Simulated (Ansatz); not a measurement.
The molecule TaGe, multiplicity 6 (an upper state: multiplicity 4 came lower at CCSD(T)/def2-TZVPP on PBE0 minima). No spin–orbit coupling. Ge is treated without relativity. The T1 diagnostic near the minimum is 0.058, so single-reference values are doubtful.

Seven points along R, fitted to fifth degree in 1/R; most abundant isotopes. Runs in def2 and cc sets follow the lowest solution found near the PBE0 minimum.

Programs: Ansatz (Gaussian orbitals).  In def2 rows elements past Kr take small-core potentials, without spin–orbit coupling.

| level | r_e (Å) | ω_e (cm⁻¹) | ω_e x_e (cm⁻¹) | B_e (cm⁻¹) | dipole (D) |
|---|---|---|---|---|---|
| PBE/def2-TZVPP | 2.533 | 236 | 0.50 | 0.0501 | 1.75 |
| PBE0/def2-TZVPP | 2.504 | 251 | 0.50 | 0.0512 | 2.48 |
| wB97X-V/def2-TZVPP | 2.494 | 257 | 0.62 | 0.0517 | 3.01 |

Ansatz is a first-principles code.
